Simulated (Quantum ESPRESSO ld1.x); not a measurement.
Values are calculated unless marked as measured or tabulated.
Task: Coherent X-ray form factor from a spherical all-electron density. Code: ld1.x of Quantum ESPRESSO 7.5. Model: scalar-relativistic Kohn-Sham, PBE, spin-unpolarised, spherical densities, point nucleus.

| sin(theta)/lambda (1/angstrom) | f0 (electrons) |
|---|---|
| 0.05 | 61.963 |
| 0.1 | 59.358 |
| 0.15 | 56.060 |
| 0.2 | 52.586 |
| 0.25 | 49.154 |
| 0.3 | 45.889 |
| 0.4 | 40.130 |
| 0.5 | 35.421 |
| 0.6 | 31.511 |
| 0.8 | 25.342 |
| 1 | 20.975 |
| 1.25 | 17.489 |
| 1.5 | 15.207 |
| 2 | 11.587 |

The species is in the configuration that NIST lists as its ground one. Which atom or ion scatters so?

Result: The gadolinium ion Gd+, [Xe] 4f7 5d1 6s1. Extrapolating in s^2 from the first two rows gives f0(0) = 62.8, near the electron count 63; among species with that count, the fall with angle is slower the higher Z, and the table is that of Z = 64; from so few rows the species is fixed only to a neighbour or two.
